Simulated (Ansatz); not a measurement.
The input (input.yaml):

```yaml
crystal:
  periodic: [false, false, false]
  atoms:
    - { symbol: C, position_ang: [-1.4679, 1.3175, 0.9686] }
    - { symbol: C, position_ang: [-0.6728, 0.5648, 0.0144] }
    - { symbol: C, position_ang: [0.0701, -0.4616, 0.3819] }
    - { symbol: Si, position_ang: [1.2378, -1.4759, -0.7] }
    - { symbol: O, position_ang: [1.8558, -0.5647, -1.9025] }
    - { symbol: H, position_ang: [-1.4318, 1.0248, 1.9879] }
    - { symbol: H, position_ang: [-1.1891, 2.4165, 0.9341] }
    - { symbol: H, position_ang: [-2.5285, 1.3135, 0.6516] }
    - { symbol: H, position_ang: [-0.7106, 0.886, -0.9887] }
    - { symbol: H, position_ang: [0.1431, -0.7661, 1.4599] }
    - { symbol: H, position_ang: [2.2397, -2.0852, 0.1309] }
    - { symbol: H, position_ang: [0.3855, -2.5556, -1.3062] }
    - { symbol: H, position_ang: [2.089, 0.3512, -1.617] }
basis:
  gaussian: { orbitals: def2-mTZVP }
hamiltonian:
  xc: pbe0
  dispersion: d4
relax:
  f_tol: 0.015
  max_steps: 40
```

Run as:

```bash
$ ansatz run input.yaml --threads 2 --pin off --max-ram 3072MiB --backend cpu --events-out ev --progress --plain --runs-dir out
```

Hardware: 2 threads of Arm Neoverse V2 (shared host).

Question: Roughly how long does this run take, and how much memory?

Answer: 54 s, with a peak of 0.29 GiB, for 15 ionic steps.
